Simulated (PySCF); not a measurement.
MBe anions for M along group 14

HF with double-zeta basis sets in PySCF, for the lowest determinant that a PBE0 search found; no spin–orbit coupling. De refers to high-spin ground-configuration atoms (the charge goes to the atom of lower measured ionisation energy or higher electron affinity, which is not always the lowest computed limit). A positive dipole points towards Be; it is taken about the centre of mass and depends on that origin.

```
 M                        basis  reference  charged atom  state (unpaired electrons)  Re (Å)  ωe (cm⁻¹)  De (eV)  μ (D)
 C               aug-cc-pVDZ-DK        UHF            C−         quartet (σ ↑, π ↑↑)   1.774        692      n/a  -5.42
Si  aug-cc-pVDZ/aug-cc-pV(D+d)Z        UHF           Si−         quartet (σ ↑, π ↑↑)   2.167        538      n/a  -0.73
Ge                  aug-pcseg-1        UHF           Ge−         quartet (σ ↑, π ↑↑)   2.239        436      n/a  -2.35
Sn   aug-cc-pVDZ/aug-cc-pVDZ-PP        UHF           Sn−         quartet (σ ↑, π ↑↑)   2.485        334     0.68  -2.96
Pb   aug-cc-pVDZ/aug-cc-pVDZ-PP        UHF           Pb−         quartet (σ ↑, π ↑↑)   2.637        252     0.56  -4.31
```

The shortest bond is that of BeC⁻ (1.774 Å), the longest that of BePb⁻ (2.637 Å).

The rows differ in basis set, which adds steps of its own.

Down a group the atoms grow and get heavier, so bonds lengthen and wavenumbers fall; this series shows no clear exception.

Spin–orbit coupling is left out, which matters for elements this heavy, above all for dissociation energies. For an ion De counts to the pair picked by the measured ionisation energies or electron affinities, which need not be the lowest pair at this level. Hartree–Fock leaves out correlation, which carries a large part of most bond energies and some tenths to 1 eV of ionisation energies. States were picked by a PBE0 search and need not be the measured ground states.
